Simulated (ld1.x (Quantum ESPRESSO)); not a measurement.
# Ranking RRKJ potentials for tungsten

All share these settings but for the change named:

tungsten (W), norm-conserving RRKJ (Kleinman–Bylander form), made with ld1.x (Quantum ESPRESSO) 7.5 (PBE, scalar-relativistic). Core [Xe] 4f14, reference 5d4 6s1.5 6p0 (charge +0.5). Waves: 6p (bound, empty): rc 2.95 bohr; 5d (bound): rc 2.35 bohr; 6s (bound): rc 2.50 bohr. Local part: the s channel. Core correction: none.

Test errors are all-electron minus pseudo excitation energies from the reference, over 5d4 6s2 6p0; 5d4 6s1 6p0; 5d4 6s0 6p0; 5d5 6s1 6p0; 5d4 6s1 6p1; 5d4 6s0 6p2; 5d4 6s0 6p1. None of these files shows a bound ghost.

The base gives 61.5 meV.

Of 6 variants that were run, those that failed, showed a ghost or another fault, or gave nearly equal values are left out.

A variant can come out equal or close to the base, since the largest error may sit in a test that the change hardly touches while other tests move.

(1) Rank these variants by their largest absolute test error, smallest first.
A. core correction a·sin(br)/r model core inside 2.08 bohr
B. wave 5d (bound): rc 2.35 bohr becomes 5d (bound): rc 2.64 bohr
C. wave 6s (bound): rc 2.50 bohr becomes 6s (bound): rc 2.00 bohr

Results:

(1) A (37.6 meV), B (61.0 meV), C (75.3 meV).
